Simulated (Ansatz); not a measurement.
Mulliken charges of CH6OSiSn (`C1[O][SnH2][SiH2]1`) from PBE/def2-TZVPP in Ansatz (PBE0-D4/def2-TZVP geometry).

```tsv
atom	x (Å)	y (Å)	z (Å)	charge (e)
C1	-0.910	0.651	-0.653	-0.023
O2	-0.843	-0.739	-0.949	-0.471
Sn3	0.645	-1.499	0.176	0.651
Si4	0.447	0.992	0.662	0.020
H5	-1.906	0.916	-0.276	0.075
H6	-0.742	1.246	-1.561	0.075
H7	1.836	-2.189	-0.843	-0.119
H8	0.021	-2.732	1.186	-0.118
H9	-0.027	1.415	2.009	-0.045
H10	1.562	1.888	0.252	-0.045
```

**Question.** By hand: the dipole of these point charges (1 e Å = 4.8032 D).

**Answer.** Σ q r = (0.358, -0.027, 0.311) e Å, of length 0.475 e Å = 2.28 D.

**Question.** How does the dipole of the full density compare? (Estimate.)

**Answer.** Computed: (0.231, 0.137, 0.240) e Å, 1.73 D; the point charges give 1.32 times that, at 26° from its direction.

Point charges leave out the atoms' own dipoles, such as those of lone pairs, and Mulliken's split depends on the basis, so the two needn't agree.
